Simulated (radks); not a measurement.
Task: Ionisation ladder of indium, from In I to In XXII. Each ion is in the ground configuration listed by NIST, and IE = E(next ion) - E(this ion). Method: Dirac Kohn-Sham, exchange-only PBE, spin-unpolarised, spherical densities, finite nucleus; open shells fill j = l - 1/2 first; Fermi nuclear charge, rms radius 4.6156 fm; computed with a radial shooting solver on a logarithmic mesh with Libxc functionals.

| species | configuration | IE, Delta-SCF (eV) | <r> HOMO (bohr) |
|---|---|---|---|
| In I | [Kr] 4d10 5s2 5p1 | ? | 3.86 |
| In II | [Kr] 4d10 5s2 | ? | 2.52 |
| In III | [Kr] 4d10 5s1 | 27.704 | 2.37 |
| In IV | [Kr] 4d10 | 54.672 | 1.16 |
| In V | [Kr] 4d9 | 72.361 | 1.12 |
| In VI | [Kr] 4d8 | 91.150 | 1.08 |
| In VII | [Kr] 4d7 | 110.93 | 1.05 |
| In VIII | [Kr] 4d6 | 131.63 | 1.02 |
| In IX | [Kr] 4d5 | 153.19 | 0.994 |
| In X | [Kr] 4d4 | 176.90 | 0.963 |
| In XI | [Kr] 4d3 | 200.17 | 0.941 |
| In XII | [Kr] 4d2 | 224.18 | 0.921 |
| In XIII | [Kr] 4d1 | ? | 0.901 |
| In XIV | [Kr] | ? | 0.829 |
| In XV | [Ar] 3d10 4s2 4p5 | 368.29 | 0.818 |
| In XVI | [Ar] 3d10 4s2 4p4 | 396.06 | 0.808 |
| In XVII | [Ar] 3d10 4s2 4p3 | 424.23 | 0.798 |
| In XVIII | [Ar] 3d10 4s2 4p2 | 462.94 | 0.771 |
| In XIX | [Ar] 3d10 4s2 4p1 | 492.46 | 0.762 |
| In XX | [Ar] 3d10 4s2 | 564.44 | 0.739 |
| In XXI | [Ar] 3d10 4s1 | 595.42 | 0.732 |
| In XXII | [Ar] 3d10 | 1042.1 | 0.316 |

Estimate the withheld Delta-SCF values.

Result: In I: 5.005 eV (NIST 5.786); In II: 18.488 eV (NIST 18.870); In XIII: 248.90 eV (NIST 249); In XIV: 340.95 eV (NIST 341).

Beside tabulated values, note that spin-unpolarised runs miss the spin-polarisation part of the exchange energy of open shells.
